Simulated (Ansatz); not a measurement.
Calculation: frozen-core CCSD(T)/cc-pVTZ // PBE0-D3(BJ)/def2-TZVP in Ansatz (an electronic-structure program). The restricted HF reference is unstable towards unrestricted orbitals.

Ansatz 0.2 input:
```yaml
crystal:
  periodic: [false, false, false]
  atoms:
    - { symbol: C, position_ang: [-1.246741, -0.070653, -0.214606] }
    - { symbol: C, position_ang: [-0.114605, 0.106532, 0.472015] }
    - { symbol: C, position_ang: [1.180026, -0.014607, -0.151815] }
    - { symbol: S, position_ang: [2.599355, 0.182087, 0.598757] }
    - { symbol: H, position_ang: [-1.227758, -0.313423, -1.272209] }
    - { symbol: H, position_ang: [-2.218694, 0.020536, 0.254875] }
    - { symbol: H, position_ang: [-0.128272, 0.349268, 1.529956] }
    - { symbol: H, position_ang: [1.156687, -0.259739, -1.216974] }
basis:
  gaussian: { orbitals: cc-pVTZ }
correlation:
  method: ccsd_t
```

Output:

```
Functional definition: HF
1028 factors; integrals over basis functions are off by at most 1.6e-3 eV
mean field evaluation 1: about -13970.2615 eV, gradient 2.4e1 eV
mean field evaluation 2: about -13970.5153 eV, gradient 2.4e1 eV
mean field evaluation 4: about -13972.3796 eV, gradient 3.0e0 eV
mean field evaluation 8: about -13972.4123 eV, gradient 2.2e-1 eV
mean field evaluation 16: about -13970.2606 eV, gradient 2.4e1 eV
mean field evaluation 32: about -13963.6219 eV, gradient 2.3e1 eV
mean field evaluation 64: about -13965.1642 eV, gradient 1.0e-2 eV
mean field -13972.41266419 eV, -513.4766945674 hartree, gradient 2.1e-6 eV, S^2 0.000000; 1 other end points of the search recorded, 0 dependent functions left out; unrestricted orbitals would lower it
8 core orbitals not correlated
reference -13972.41266419 eV, -513.4766945674 hartree; 11, 11 occupied and 161, 161 virtual orbitals, 1028 factors
second order -17.67817370 eV of doubles, -0.00000000 eV of singles
cycle   1  -17.98927088 eV  change   -3.1e-1 eV  update   1.1e-1
cycle   2  -18.49999394 eV  change   -5.1e-1 eV  update   3.6e-2
cycle   3  -18.63466581 eV  change   -1.3e-1 eV  update   2.1e-2
cycle   4  -18.62699496 eV  change    7.7e-3 eV  update   7.0e-3
cycle   5  -18.62725568 eV  change   -2.6e-4 eV  update   4.1e-3
cycle   6  -18.62825726 eV  change   -1.0e-3 eV  update   1.2e-3
cycle   7  -18.62806853 eV  change    1.9e-4 eV  update   6.0e-4
cycle   8  -18.62804139 eV  change    2.7e-5 eV  update   1.5e-4
cycle   9  -18.62807619 eV  change   -3.5e-5 eV  update   5.2e-5
cycle  10  -18.62806076 eV  change    1.5e-5 eV  update   1.4e-5
perturbative correction -0.97340861 eV, -0.0357721067 hartree
Total energy: -13992.01413356 eV, -514.1970352806 hartree
```

Cost: very roughly 30 core-seconds.
